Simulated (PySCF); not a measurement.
**RuH₄⁻, doublet: structure and spectrum**

Computed with UPBE0/[Ru def2-TZVPD with ECP28, H def2-TZVPD], scalar-relativistic core potentials, density fitting, no spin–orbit coupling, PySCF.

The structure is a higher-order saddle point with 2 imaginary modes (one degenerate set).

- Point group: D2d
- Bond lengths: Ru–H 1.624 Å (×4)
- Bond angles: H–Ru–H 80.7° (×2), H–Ru–H 125.5° (×4)
- Zero-point energy (real modes): 56.8 kJ/mol
- Rotational constants: 3.783, 2.006, 2.006 cm⁻¹
- Lowest empty level (α): 3.31 eV
- Dipole moment about the centre of mass: 0.00 D
- Principal quadrupole moments (Buckingham, traceless) about the centre of mass: -5.16, 2.58, 2.58 D Å
- Principal polarisabilities: 76.1, 76.5, 76.5 bohr³
- Highest occupied level (α): -0.11 eV
- Spin squared ⟨S²⟩: 0.760

Harmonic modes (masses in u: Ru 101.904, H 1.008):
```tsv
symmetry	ω (cm⁻¹)	IR (km/mol, summed over degenerate members)	μ (u)
e	293i	–	1.03
a1	534	0.0	1.01
b2	744	2.4	1.02
b1	842	0.0	1.01
e	1775	705	1.02
b2	1891	451	1.03
a1	1931	0.0	1.01
```

In D2d the vibrations span 2e + 2a1 + 2b2 + b1. The a1, b1 modes carry no infrared intensity, as symmetry demands.

Charges (e); Mulliken and Löwdin values are unreliable with diffuse functions:
```tsv
atom	Mulliken	Löwdin	polar tensor	spin (Mulliken)	Mayer order to Ru1
Ru1	-0.87	-0.24	0.24	1.13	–
H2,3,4,5	-0.03	-0.19	-0.31	-0.03	1.03
```

Mulliken populations on Ru1 (electrons outside its core potential): s 3.12, p 6.81, d 6.94, f 0.01.

Only a few start shapes were tried, so a lower isomer may exist. Open d and f shells are described by one determinant, and the ground state may have another occupation or spin. The lowest empty level of this anion is unbound, so it and the gap depend on the basis.

The final relaxation and frequency run took about 3 core-minutes on a shared host.
